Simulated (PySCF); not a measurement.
# ZrO₂, singlet: structure and spectrum

Computed with PBE0 in PySCF with Zr x2c-TZVPall, O x2c-TZVPall; spin-free X2C, no spin–orbit coupling; density-fitted integrals.

The structure is a higher-order saddle point with 2 imaginary modes (one degenerate set).

Coordinates in bohr (charge 0 multiplicity 1):
```
Zr    0.0000    0.0000    0.0000
O     0.0000    0.0000    3.4844
O     0.0000    0.0000   -3.4844
```

| Item | Value |
| --- | --- |
| Point group | D∞h |
| Bond lengths | Zr–O 1.844 Å (×2) |
| Bond angles | O–Zr–O 180.0° |
| Principal quadrupole moments (Buckingham, traceless) about the centre of mass | -30.97, 15.49, 15.49 D Å |
| Principal polarisabilities | 37.5, 37.5, 69.1 bohr³ |
| Rotational constants | 0.155 cm⁻¹ |
| Zero-point energy (real modes) | 9.6 kJ/mol |
| Lowest empty level | -3.51 eV |
| Highest occupied level | -6.15 eV |
| Dipole moment | 0.00 D |

Harmonic modes (masses in u: Zr 89.905, O 15.995):
| symmetry | ω (cm⁻¹) | IR (km/mol, summed over degenerate members) | μ (u) | type |
| --- | --- | --- | --- | --- |
| πu | 349i | – | 20.40 | bend |
| σu+ | 734 | 1023 | 20.40 | stretch |
| σg+ | 878 | 0.0 | 15.99 | stretch |

In D∞h the vibrations span πu + σu+ + σg+. The σg+ mode carries no infrared intensity, as symmetry demands. With a centre of inversion only u modes can be infrared active and only g modes Raman active.

Charges (e):
| atom | Mulliken | Löwdin | polar tensor | Mayer order to Zr1 |
| --- | --- | --- | --- | --- |
| Zr1 | 1.45 | 1.02 | 3.31 | – |
| O2,3 | -0.72 | -0.51 | -1.65 | 1.84 |

Mulliken populations on Zr1: s 8.02, p 18.42, d 11.96, f 0.15.

Outer orbital energies (eV). occupied: -24.13, -22.19, -9.43, -9.03, -9.03, -7.38, -7.38, -6.15; empty: -3.51, -3.41, -3.41, -0.27.

Other isomers or separated fragments may lie lower. At this level a singlet minimum of C2v symmetry lies 224 kJ/mol below this structure.

The final relaxation and frequency run took about 4 core-minutes on a shared host.
